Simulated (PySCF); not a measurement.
All values below come from B3LYP-D3(BJ)/def2-TZVP // r2SCAN-D4/def2-SVP in PySCF. All species are isolated molecules in the gas phase. B3LYP has the VWN-RPA correlation part, as in Gaussian. 

Reference species: [Zr(Cl)4] (neutral, multiplicity 1).

```json
{
  "HOMO–LUMO gap": "6.48 eV",
  "LUMO": "-2.95 eV",
  "charge on the central atom (Mulliken)": "1.32 e"
}
```

Changed species: [Zr(H)4] (4 of 4 Cl replaced by H; the reference has 0 of 4 Cl replaced by H).

**Question.** Give the shifts of the HOMO–LUMO gap, LUMO and charge on the central atom (Mulliken).

**Answer.** the HOMO–LUMO gap falls by 0.88 eV, to 5.60 eV; the LUMO rises by 0.21 eV, to -2.74 eV; the charge on the central atom (Mulliken) falls by 0.53 e, to 0.79 e.
